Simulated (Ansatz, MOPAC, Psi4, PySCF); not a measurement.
Species: BeCl, charge 0, multiplicity 2. SMILES: [Be][Cl]
Structure (B3LYP-D3(BJ)/def2-TZVP (Ansatz, a quantum-chemistry and plane-wave program) minimum search):
```
Be
Cl 1 1.8163
```
Charge 0, spin multiplicity 2.

Property: size of the dipole moment, in D. Conventions: LANL2DZ with its own core potentials from Na on; spin-orbit terms left out; six Cartesian d functions in 6-31G* and its kin unless marked 5d; UHF or UKS for open shells; non-relativistic; 6-311+G** with 5d, 6d on Na to Ar in Ansatz. Ab initio and DFT rows: single points at B3LYP-D3(BJ) geometries (Ansatz). Semi-empirical rows: dipoles at the shared geometry. The spin state of an ion or metal species was assumed, not searched.

```json
[
 {"level": "AM1", "program": "MOPAC", "size of the dipole moment (D)": "1.74"},
 {"level": "PM6", "program": "MOPAC", "size of the dipole moment (D)": "1.93"},
 {"level": "MNDO", "program": "MOPAC", "size of the dipole moment (D)": "2.29"},
 {"level": "PBE/STO-3G", "program": "Ansatz", "size of the dipole moment (D)": "0.93"},
 {"level": "PBE/LANL2DZ", "program": "Ansatz", "size of the dipole moment (D)": "1.04"},
 {"level": "BP86/6-31G* (5d)", "program": "PySCF", "size of the dipole moment (D)": "0.94"},
 {"level": "B3LYP/STO-3G", "program": "Ansatz", "size of the dipole moment (D)": "1.11"},
 {"level": "B3LYP/6-31G*", "program": "Ansatz", "size of the dipole moment (D)": "1.07"},
 {"level": "B3LYP/6-31+G*", "program": "Ansatz", "size of the dipole moment (D)": "1.13"},
 {"level": "B3LYP/cc-pVDZ", "program": "Ansatz", "size of the dipole moment (D)": "0.78"},
 {"level": "PBE0/6-311+G**", "program": "Ansatz", "size of the dipole moment (D)": "1.02"},
 {"level": "wB97X-D/6-311+G**", "program": "Psi4", "size of the dipole moment (D)": "1.10"},
 {"level": "B3PW91/6-31G* (5d)", "program": "PySCF", "size of the dipole moment (D)": "1.09"}
]
```

No value to compare with is used here. The 13 habitual levels span 0.78 (B3LYP/cc-pVDZ) to 2.29 D (MNDO).

The levels are drawn from those run, B3LYP/6-31G* more often than the rest, none by its result; runs whose electronic state is in doubt are left out.
